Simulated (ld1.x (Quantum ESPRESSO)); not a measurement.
**PBE TM dataset for Ga, scalar-relativistic all-electron reference.**

Input for ld1.x (Quantum ESPRESSO) 7.5:

```
&input
   title='Ga', zed=31., rel=1, dft='PBE', iswitch=3,
   config='[Ar] 3d10 4s2 4p1 4d-2',
   nld=3, rlderiv=2.35, eminld=-3.0, emaxld=5.0, deld=0.02
 /
 &inputp
   pseudotype=2, tm=.true., lloc=-1, rcloc=1.55,
   nlcc=.true., new_core_ps=.true., rcore=1.15,
   file_pseudopw='Ga.UPF', file_wfcaegen='ae.wfc', file_wfcncgen='nc.wfc', file_beta='beta', file_chi='chi'
 /
3
4S  1  0   2.00   0.00  1.55  1.55  0.0
4P  2  1   1.00   0.00  2.05  2.05  0.0
4D  3  2  -2.00  -0.05  2.15  2.15  0.0
 &test
   configts(1)='4s2 4p1'
 /
```

Command:

```bash
ld1.x < Ga.in > Ga.out
```

Output (shortened: banner, matrices, multipoles, cross overlaps and the repeated all-electron block are left out):

```
Program LD1 v.7.5
     --------------------------- All-electron run ----------------------------

     Ga
     scalar relativistic calculation

     atomic number is 31.00
     dft =PBE   lsd =0 sic =0 latt =0  beta=0.20 tr2=1.0E-14
     Exchange-correlation= PBE
                           (   1   4   3   4   0   0   0)
     mesh =1205 r(mesh) = 101.09016 a.u. xmin = -7.00 dx = 0.01250
     1 Ry =  13.60569312 eV, c = 137.03599908

     n l     nl                  e(Ry)          e(Ha)          e(eV)
     1 0     1S 1( 2.00)      -751.8885      -375.9443    -10229.9645
     2 0     2S 1( 2.00)       -92.7792       -46.3896     -1262.3250
     2 1     2P 1( 6.00)       -80.7630       -40.3815     -1098.8366
     3 0     3S 1( 2.00)       -10.8870        -5.4435      -148.1258
     3 1     3P 1( 6.00)        -7.2660        -3.6330       -98.8592
     3 2     3D 1(10.00)        -1.4078        -0.7039       -19.1544
     4 0     4S 1( 2.00)        -0.6577        -0.3288        -8.9483
     4 1     4P 1( 1.00)        -0.1896        -0.0948        -2.5791

     final scf error:  1.8E-15 reached in  28 iterations

     Etot =   -3887.879138 Ry,   -1943.939569 Ha,  -52897.290452 eV

     Ekin =    3953.977613 Ry,    1976.988806 Ha,   53796.606016 eV
     Encl =   -9369.232565 Ry,   -4684.616282 Ha, -127474.903072 eV
     Eh   =    1678.315257 Ry,     839.157629 Ha,   22834.642352 eV
     Exc  =    -150.939443 Ry,     -75.469722 Ha,   -2053.635748 eV

     normalization and overlap integrals

     s(1S/1S) =  1.000000  <r> =   0.0486  <r2> =    0.0032  r(max) =   0.0319
     s(2S/2S) =  1.000000  <r> =   0.2178  <r2> =    0.0560  r(max) =   0.1833
     s(2P/2P) =  1.000000  <r> =   0.1907  <r2> =    0.0446  r(max) =   0.1464
     s(3S/3S) =  1.000000  <r> =   0.6518  <r2> =    0.4906  r(max) =   0.5647
     s(3P/3P) =  1.000000  <r> =   0.6791  <r2> =    0.5442  r(max) =   0.5647
     s(3D/3D) =  1.000000  <r> =   0.8106  <r2> =    0.8629  r(max) =   0.5305
     s(4S/4S) =  1.000000  <r> =   2.3423  <r2> =    6.3902  r(max) =   1.8984
     s(4P/4P) =  1.000000  <r> =   3.4262  <r2> =   14.2371  r(max) =   2.5307

     ------------------------ End of All-electron run ------------------------

     --------------------- Generating NC pseudopotential ---------------------

      Generating local potential from pseudized AE potential:
      Matching radius rcloc =   1.5500

      Local pseudo, rcloc= 1.554 Estimated cut-off energy=    10.18 Ry

      Computing core charge for nlcc:

       r > 1.15 : true rho core
      Core charge pseudized with two Bessel functions
      Integrated core pseudo-charge :  14.93

      Wfc   4S  rcut= 1.554  Using Troullier-Martins method

      Wfc   4P  rcut= 2.046  Using Troullier-Martins method

      Wfc   4D  rcut= 2.151  Using Troullier-Martins method

     ------------------- End of pseudopotential generation -------------------

     Computing logarithmic derivative in   2.36265
     Computing logarithmic derivative in   2.36265
     Computing the partial wave expansion
     R is outside the sphere for l=    0 j= 0.00
     R is outside the sphere for l=    1 j= 0.00
     R is outside the sphere for l=    2 j= 0.00

     ---------------------- Testing the pseudopotential ----------------------

     Ga
     scalar relativistic calculation

     atomic number is 31.00   valence charge is  3.00
     dft =PBE   lsd =0 sic =0 latt =0  beta=0.20 tr2=1.0E-14
     mesh =1205 r(mesh) = 101.09016 xmin = -7.00 dx = 0.01250

     n l     nl             e AE (Ry)        e PS (Ry)    De AE-PS (Ry)
     1 0     4S   1( 2.00)       -0.65769       -0.65769        0.00000
     2 1     4P   1( 1.00)       -0.18956       -0.18956       -0.00000

     eps = 1.7E-16  iter =  4

     Etot =   -3887.879138 Ry,   -1943.939569 Ha,  -52897.290452 eV
     Etotps =   -36.200283 Ry,     -18.100141 Ha,    -492.529936 eV

     Ekin =       1.446219 Ry,       0.723110 Ha,      19.676813 eV
     Encl =      -8.292627 Ry,      -4.146313 Ha,    -112.826934 eV
     Ehrt =       3.051293 Ry,       1.525647 Ha,      41.514962 eV
     Ecxc =     -33.658333 Ry,     -16.829166 Ha,    -457.944945 eV
     (Ecc =     -31.879287 Ry,     -15.939643 Ha,    -433.739794 eV)
     Epseu=       1.253164 Ry,       0.626582 Ha,      17.050167 eV

     ---------------------- End of pseudopotential test ----------------------
```

Note: ghost state, extra bound levels that the all-electron valence spectrum of the same l lacks: d at -193.7 eV. A true bound ghost makes a file unfit for plane-wave use.

Generation and configuration tests took about 2.9 s on one core of a shared server CPU.
